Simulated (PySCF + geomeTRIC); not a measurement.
Species: [Mo(F)6] (charge 0, multiplicity 1).

**Question.** Give a relaxed geometry from TPSS-D3(BJ)/def2-SVP run with PySCF + geomeTRIC.

**Answer.** the end point of this relaxation.
Cartesian coordinates (Å) in one orientation:
```xyz
7

Mo     0.000    -0.001     0.000
F     -1.560     0.900    -0.374
F      0.531     0.187    -1.751
F     -0.822    -1.592    -0.417
F      1.559    -0.902     0.373
F      0.822     1.591     0.417
F     -0.532    -0.188     1.751
```
